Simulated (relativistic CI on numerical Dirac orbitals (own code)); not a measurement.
## Pb44+: q coefficients and field-shift factors

Computed by Dirac-Coulomb-Breit CI, orbitals from a KLI potential per configuration, derivatives by finite differences, unscaled Slater integrals, QED left out (own radial code, finite nucleus).

Configuration list (outside the closed core [Ar] 3d10): 4s2 4p6 4d2, 4s2 4p6 4d 4f, 4s2 4p5 4d3, 4s 4p6 4d2 4f, 4s2 4p6 4f 5s, 4s2 4p6 4f2, 4s 4p6 4f3, 4p6 4d4, 4p5 4d5. Double excitations out of closed p, d and f shells are left out; levels of such configurations are missing from the list, as are those of other unlisted configurations, and high levels can miss mixing partners.

With x = (α/α₀)² − 1 an excitation energy changes as ω = ω₀ + qx; K = 2q/ω₀ is the relative enhancement. Terms are leading LS components, so labels can repeat. The field-shift factor is F = δν/δ⟨r²⟩ for the transition from the lowest level.

Lowest level 4s2 4p6 4d2 3F_2.

| Level | ω₀ (cm⁻¹) | q (cm⁻¹) | K | F (GHz/fm²) |
| --- | --- | --- | --- | --- |
| 4s2 4p6 4d2 3P_0 | 80174 | 6949 | 0.173 | 0.58 |
| 4s2 4p6 4d2 3F_3 | 250094 | 268000 | 2.14 | 11 |
| 4s2 4p6 4d2 3P_2 | 287739 | 267200 | 1.86 | 11.4 |
| 4s2 4p6 4d2 3P_1 | 301605 | 269400 | 1.79 | 11.6 |
| 4s2 4p6 4d2 1G_4 | 303238 | 271600 | 1.79 | 11.7 |
| 4s2 4p6 4d2 3F_4 | 531799 | 533100 | 2 | 22.3 |
| 4s2 4p6 4d2 1D_2 | 559184 | 537800 | 1.92 | 22.7 |
| 4s2 4p6 4d2 1S_0 | 642993 | 533500 | 1.66 | 22.4 |
| 4s2 4p5 4d3 3D°_2 | 1491624 | 92540 | 0.124 | 17.2 |
| 4s2 4p5 4d3 5D°_1 | 1510256 | 105600 | 0.14 | 18.5 |
| 4s2 4p5 4d3 5D°_0 | 1526701 | 94960 | 0.124 | 19.3 |
| 4s2 4p5 4d3 3F°_3 | 1539827 | 91340 | 0.119 | 16.5 |
| 4s2 4p5 4d3 5F°_3 | 1701913 | 351600 | 0.413 | 27.2 |

At this charge energies of transitions that change n are usually good to better than 1 %, and those within a shell (Δn = 0) to a few per cent.
